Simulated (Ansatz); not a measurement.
System: C₂H₈BN₂, charge 0, multiplicity 2. It need not be the lowest isomer of its formula. 
Geometry from a B3LYP-D3(BJ)/def2-TZVP (Ansatz, a first-principles code) optimisation:
```
B
N 1 1.4236
H 2 1.0031 1 122.75
H 2 1.0047 3 113.31 1 -179.92
N 1 1.4246 2 120.23 3 -179.93
H 5 1.0037 1 122.14 2 -179.95
H 5 1.0049 6 113.50 1 -179.96
C 1 1.5432 2 120.83 3 0.08
H 8 1.0885 1 118.88 2 -179.89
C 8 1.4888 9 114.43 1 -179.97
H 10 1.0917 8 113.08 9 -179.77
H 10 1.0976 11 107.25 8 -123.44
H 10 1.0977 11 107.25 12 -113.13
```
Charge 0, spin multiplicity 2.

Quantity: atomisation energy (electronic, to ground-state atoms), in kcal/mol. Cores are frozen in the correlated levels unless marked. Open shells are spin-unrestricted. Spin-orbit coupling is left out. Non-relativistic. The coupled-cluster limit lacks core correlation, which all-electron functionals hold. Basis-set limits of correlation are two-point, X^-3; Hartree-Fock from the larger set. The bracket is a focal-point correction in the basis named.

| level | program | atomisation energy (kcal/mol) |
|---|---|---|
| PBE-D3(BJ)/def2-TZVPD | Ansatz + dftd3 | 1233.5 |
| PBE-D4/def2-TZVPD | Ansatz + dftd4 | 1233.1 |
| BLYP-D3(BJ)/def2-TZVPD | Ansatz + dftd3 | 1209.9 |
| BLYP/def2-TZVPD | Ansatz | 1198.6 |
| B3LYP-D3(BJ)/def2-TZVPD | Ansatz + dftd3 | 1212.6 |
| PBE0/def2-QZVPP | Ansatz | 1210.4 |
| CAM-B3LYP/def2-TZVPD | Ansatz | 1211.6 |
| LC-wPBE-D3(BJ)/def2-TZVPD | Ansatz + dftd3 | 1210.2 |
| LC-wPBE-D4/def2-TZVPD | Ansatz + dftd4 | 1210.9 |
| B2GP-PLYP/def2-TZVPD | Ansatz | 1186.7 |
| MP2/cc-pVTZ | Ansatz | 1180.1 |
| MP2/cc-pVQZ | Ansatz | 1200.3 |
| RI-MP2/cc-pVQZ | Ansatz | 1200.1 |
| SCS-MP2/cc-pVDZ | Ansatz | 1107.1 |
| CCSD/STO-3G | Ansatz | 1164.0 |
| CCSD/6-31G | Ansatz | 1017.1 |
| CCSD/cc-pVDZ | Ansatz | 1088.2 |
| CCSD(T)/STO-3G | Ansatz | 1166.7 |
| CCSD(T)/6-31G | Ansatz | 1022.7 |
| RI-MP2/CBS(cc-pVTZ,cc-pVQZ)+[CCSD(T)-MP2]/cc-pVQZ | Ansatz | 1198.5 |
| CCSD(T)/CBS(cc-pVTZ,cc-pVQZ) | Ansatz | 1198.0 |
